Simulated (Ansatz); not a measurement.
Isolated molecules relaxed with PBE0-D4/def2-TZVP in Ansatz; ΔE leaves out vibrations. CCSD(T)/CBS is the MP2 limit (def2-TZVPP, def2-QZVPP) plus CCSD(T) − MP2 in def2-TZVPP, frozen cores. DFT in def2-TZVPP. Elements past krypton have def2 core potentials. For Br, I outer-core shells are correlated without core-valence functions, which leaves a few kJ/mol of doubt a bond. Scalar relativity is left out up to krypton.

`FB(F)I` + HBr → `FB(F)Br` + HI  (ligand exchange at a B–I bond)

`FB(F)I`:

Z-matrix (Å, degrees):
```
B
F 1 1.309
I 1 2.120 2 120.4
F 1 1.309 2 119.1 3 180.0
```

HBr:

Z-matrix (Å, degrees):
```
Br
H 1 1.420
```

`FB(F)Br`:

Z-matrix (Å, degrees):
```
B
F 1 1.309
Br 1 1.903 2 120.4
F 1 1.309 2 119.2 3 180.0
```

HI:

Z-matrix (Å, degrees):
```
I
H 1 1.610
```

```
  species  revPBE-D4 energy (Eh)
 `FB(F)I`             -522.46007
      HBr            -2574.53963
`FB(F)Br`            -2798.65467
       HI             -298.35063
```

**Question.** Work out ΔE.

**Answer.** ΔE = (-2798.65467) + (-298.35063) − (-522.46007) − (-2574.53963) = -0.00560 Eh = -14.7 kJ/mol. CCSD(T)/CBS gives -16.4 kJ/mol.

Largest T1 diagnostic among the species: 0.011.

In def2-TZVPP, CCSD(T) changes the Hartree–Fock value by +4.5 kJ/mol (the triples alone add +1.2 kJ/mol) and MP2 by +7.2 kJ/mol. From BLYP to BHLYP (50 % exact exchange), in def2-TZVPP and without D4, ΔE moves by −3.0 kJ/mol.
